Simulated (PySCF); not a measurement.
All values below come from TPSSh-D3(BJ)/def2-TZVP // TPSS-D3(BJ)/def2-SVP (PySCF 2.14.0). All species are isolated molecules in the gas phase. One relaxed conformer stands for a flexible species; it need not be the lowest. 

Reference species: [Nb(=O)(F)3] (neutral, multiplicity 1).

```
Item                                      Value
-------------------------------------  --------
HOMO                                   -9.65 eV
charge on the central atom (Mulliken)    1.88 e
LUMO                                   -2.91 eV
HOMO–LUMO gap                           6.74 eV
```

Changed species: [Nb(=O)(OH)3] (X = OH; the reference has X = F).

Q: What does the change do to the HOMO, charge on the central atom (Mulliken), LUMO and HOMO–LUMO gap?

A: the HOMO goes up by 1.30 eV, to -8.35 eV; the charge on the central atom (Mulliken) falls by 0.08 e, to 1.80 e; the LUMO rises by 1.56 eV, to -1.35 eV; the HOMO–LUMO gap rises by 0.26 eV, to 7.00 eV.
